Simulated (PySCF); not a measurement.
Species: `OC1=CC(C(F)(F)F)=CC=C1` (3-(trifluoromethyl)phenol). The columns A, B, C and D hold Mulliken, IAO, Hirshfeld and ESP-fitted charges (e) of one PBE0/pcSseg-1 density (PySCF), in a shuffled order. Coordinates in Å (GFN2-xTB); the density's dipole moment is (-1.96, -0.36, 0.27) D.

```tsv
atom	x	y	z	A	B	C	D
O1	-2.414	-1.634	0.369	-0.591	-0.178	-0.375	-0.467
C2	-1.473	-0.680	0.190	+0.496	+0.083	+0.189	+0.225
C3	-1.889	0.644	0.064	-0.317	-0.058	-0.074	-0.179
C4	-0.962	1.649	-0.123	-0.086	-0.037	-0.059	-0.134
C5	0.392	1.358	-0.184	-0.238	-0.061	+0.030	-0.167
C6	0.802	0.041	-0.049	+0.041	-0.037	-0.454	-0.051
C7	2.263	-0.297	-0.134	+0.586	+0.260	+0.930	+0.804
F8	3.054	0.689	0.314	-0.204	-0.088	-0.269	-0.280
F9	2.586	-1.395	0.570	-0.196	-0.091	-0.273	-0.284
F10	2.654	-0.543	-1.402	-0.206	-0.109	-0.274	-0.285
C11	-0.118	-0.983	0.131	-0.436	-0.079	-0.004	-0.209
H12	-2.004	-2.504	0.446	+0.438	+0.186	+0.241	+0.368
H13	-2.945	0.858	0.116	+0.201	+0.056	+0.106	+0.169
H14	-1.293	2.671	-0.223	+0.153	+0.059	+0.101	+0.163
H15	1.120	2.140	-0.326	+0.171	+0.049	+0.088	+0.168
H16	0.221	-2.005	0.231	+0.189	+0.045	+0.096	+0.159
```

Q: Which column most likely holds the ESP-fitted charges?

A: A. Σ q r misses the density's dipole by 0.04 D (A), 0.29 D (B), 1.04 D (D), 1.31 D (C). Charges fitted to the outside potential are the only set here that is tied to the molecule's multipoles.

Q: And the Hirshfeld charges?

A: B. The mean sizes are 0.092 e (B), 0.223 e (C), 0.257 e (D), 0.284 e (A), and Hirshfeld charges are commonly the smallest of these schemes.

As computed, A = ESP-fitted, B = Hirshfeld, C = Mulliken, D = IAO. Hydrogens on carbon: ESP-fitted +0.15 to +0.20, Hirshfeld +0.04 to +0.06, Mulliken +0.09 to +0.11, IAO +0.16 to +0.17 e.

The Mulliken scheme gives each basis function's population to the atom it is centred on and halves the overlap population of two atoms between them. The Hirshfeld scheme weights the molecular density at each point by an atom's share of the summed free-atom densities.

Geometry: GFN2-xTB, one conformer, isolated molecule.

The run behind these numbers computed NMR shieldings as well. Hardware: one thread, Arm Neoverse V2 (shared host). Cost: 30 s.

Conformer computed: `[OH:1][c:2]1[cH:3][cH:4][cH:5][c:6]([C:7]([F:8])([F:9])[F:10])[cH:11]1`: C5–C6–C7–F8 31°, H–O1–C2–C3 180°.
